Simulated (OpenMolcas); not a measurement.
## neutral barium: effect of the IPEA shift

```yaml
Program: OpenMolcas
Basis: ANO-RCC-VTZP [8s7p4d2f1g]
Scalar_Hamiltonian: DKH2, point nucleus
Active_space: 2 electrons in 9 orbitals (5d 6s 6p)
State_averaging: 2S+1 = 3 even, 18 roots; 2S+1 = 1 even, 21 roots; 2S+1 = 3 odd, 18 roots; 2S+1 = 1 odd, 18 roots
Spin-orbit_coupling: RASSI with atomic mean-field integrals over the reference wave functions, term energies averaged over their components
```

Methods on the same reference wave functions:
A. CASSCF
B. MS-CASPT2, IPEA 0 Eh, imaginary shift 0.1 Eh (closed shells correlated: 5s 5p)
C. MS-CASPT2, IPEA 0.25 Eh, imaginary shift 0.1 Eh (closed shells correlated: 5s 5p)

Energies in cm⁻¹ above 6s² ¹S₀, the measured ground level; measured values from NIST Handbook of Basic Atomic Spectroscopic Data.

| Level | A | B | C | Measured |
| --- | --- | --- | --- | --- |
| 6s² ¹S₀ | 0.0 | 0.0 | 0.0 | 0.0 |
| 6s 6p ³P°₀ | 11019 | 12240 | 12240 | 12266 |
| 6s 6p ³P°₁ | 11210 | 12430 | 12430 | 12637 |
| 5d 6s ³D₁ | 11508 | 9080 | 9530 | 9034 |
| 6s 6p ³P°₂ | 11614 | 12840 | 12840 | 13515 |
| 5d 6s ³D₂ | 11694 | 9270 | 9720 | 9216 |
| 5d 6s ³D₃ | 12054 | 9620 | 10080 | 9597 |
| 5d 6s ¹D₂ | 13474 | 11650 | 11960 | 11395 |
| 6s 6p ¹P°₁ | 18342 | 17670 | 17890 | 18060 |
| 5d 6p ³F°₂ | 22525 | 22020 | 22420 | 22065 |
| 5d 6p ³F°₃ | 23067 | 22580 | 22970 | 22947 |
| 5d 6p ³F°₄ | 23699 | 23210 | 23600 | 23757 |
| 5d 6p ¹D°₂ | 23822 | 23100 | 23680 | 23074 |
| 5d² ³F₂ | 24022 | 20670 | 21320 |  |
| 5d² ³F₃ | 24398 | 21030 | 21680 |  |
| 5d² ³F₄ | 24826 | 21460 | 22100 |  |
| 5d² ³P₀ | 25338 | 22570 | 23670 |  |
| 5d² ³P₁ | 25625 | 22800 | 23930 |  |
| 5d 6p ³D°₁ | 25940 | 24870 | 25570 | 24192 |
| 5d 6p ³D°₂ | 26254 | 25190 | 25890 | 24532 |
| 5d 6p ³D°₃ | 26664 | 25600 | 26300 | 24980 |
| 5d 6p ³P°₀ | 27639 | 25930 | 26570 |  |
| 5d 6p ³P°₁ | 27735 | 26020 | 26650 |  |
| 5d 6p ³P°₂ | 27977 | 26270 | 26910 |  |

Deviations, from unrounded energies. A percentage is the sum of absolute deviations over the sum of measured energies, with the sign that they share, or ± where signs differ.

| Against measurement | Levels | A | B | C |
| --- | --- | --- | --- | --- |
| mean absolute deviation (cm-1) | 15 | 1400 | 310 | 560 |
| other configurations (%) | 15 | ±8.0 | ±1.8 | ±3.2 |

B lies closest to measurement on these levels and A furthest from it. The largest miss of B in the table is 5d 6p ³D°₁, by +680 cm-1. The ranking rests on the paired levels alone, and a cruder setting can come out closer through cancelling errors.

Between B and C the level of the table that moves most is 5d² ³P₁, by 1100 cm-1 (lowest in B, highest in C). Moves below CASPT2's spread within the term are not significant.

The mean deviations of B to C differ by less than CASPT2's widest spread within a term (330 cm-1), so their order carries little weight.

The lowest spin-free term lies below A's lowest term by 0.182 hartree in B, 0.180 hartree in C.

Term energies are means over components that CASPT2 splits; among the terms shown or strongly mixed into the levels shown the widest spread is 330 cm-1 (5d² ³F, C). A single d shell beside an s shell can misplace configurations of different d count against each other. Computed and measured levels are paired by configuration, term and J; levels that our copy of the source lacks, or whose pairing is in doubt (as where it misses far off the trend of its configuration), stay unpaired and out of the deviations. Only configurations of the active space appear. Levels that lie high or do not pair safely by name in every column are left out.

° marks odd parity.
